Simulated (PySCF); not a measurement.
## Correlation energy of Tl²⁺ (thallium, charge +2)

[Xe] 4f14 5d9 6s1 6p1, one real determinant (an excited configuration). Computed with PySCF 2.14 in x2c-TZVPPall with one added diffuse shell each of s, p, d, f type (12s8p7d4f, 99 functions), with the spin-free X2C one-electron Hamiltonian (Gaussian nucleus). Frozen: [Kr] 4d10 4f14; 19 electrons correlated.

```csv
level,correlation energy (mhartree)
CCSD,-355.99
(T),-6.34
CCSD(T),-362.33
```

Diagnostics: T1 = 0.0065, D1 = 0.0240, largest double amplitude 0.056.

The real determinant used has ⟨L²⟩ near 8 against 12 for a pure F term, so it mixes terms. Spin-orbit coupling, absent here, splits the open shell strongly.

Cost of the coupled-cluster step: roughly 90 core-seconds, for 19 correlated electrons.

Iterations:

```
CC2 = 0
CCSD nocc = (np.int64(11), np.int64(8)), nmo = (69, 69)
frozen orbitals [[0, 1, 2, 3, 4, 5, 6, 7, 8, 9, 10, 11, 12, 13, 14, 15, 16, 17, 18, 19, 20, 21, 22, 24, 25, 26, 27, 28, 29, 30], [0, 1, 2, 3, 4, 5, 6, 7, 8, 9, 10, 11, 12, 13, 14, 15, 16, 17, 18, 19, 20, 21, 22, 24, 25, 26, 27, 28, 29, 30]]
max_cycle = 100
direct = 0
conv_tol = 1e-08
conv_tol_normt = 1e-06
diis_space = 8
diis_start_cycle = 0
Init t2, MP2 energy = -0.366881346319032
Init E_corr(UCCSD) = -0.366881346323027
cycle = 1  E_corr(UCCSD) = -0.348675413604206  dE = 0.0182059327  norm(t1,t2) = 0.0461159
cycle = 2  E_corr(UCCSD) = -0.354950566393327  dE = -0.00627515279  norm(t1,t2) = 0.0134622
cycle = 3  E_corr(UCCSD) = -0.355065646561549  dE = -0.000115080168  norm(t1,t2) = 0.0081392
cycle = 4  E_corr(UCCSD) = -0.355755922643172  dE = -0.000690276082  norm(t1,t2) = 0.00592136
cycle = 5  E_corr(UCCSD) = -0.35581435230698  dE = -5.84296638e-05  norm(t1,t2) = 0.00457416
cycle = 6  E_corr(UCCSD) = -0.355897201413282  dE = -8.28491063e-05  norm(t1,t2) = 0.00250222
cycle = 7  E_corr(UCCSD) = -0.356013419512791  dE = -0.0001162181  norm(t1,t2) = 0.000768852
cycle = 8  E_corr(UCCSD) = -0.355993753022317  dE = 1.96664905e-05  norm(t1,t2) = 0.000134142
cycle = 9  E_corr(UCCSD) = -0.355992840583752  dE = 9.12438565e-07  norm(t1,t2) = 2.53848e-05
cycle = 10  E_corr(UCCSD) = -0.355994027098583  dE = -1.18651483e-06  norm(t1,t2) = 7.6499e-06
cycle = 11  E_corr(UCCSD) = -0.355993785200866  dE = 2.41897717e-07  norm(t1,t2) = 2.26632e-06
cycle = 12  E_corr(UCCSD) = -0.355993820961403  dE = -3.57605373e-08  norm(t1,t2) = 8.05763e-07
cycle = 13  E_corr(UCCSD) = -0.355993812630945  dE = 8.33045788e-09  norm(t1,t2) = 1.96278e-07
UCCSD converged
E(UCCSD) = -20242.42057034788  E_corr = -0.355993812630945
UCCSD(T) correction = -0.00634339981087081
```

The reference is one real determinant that mixes LS terms of this configuration.

This basis was not built for core-valence correlation, so the inner-shell part is incomplete.
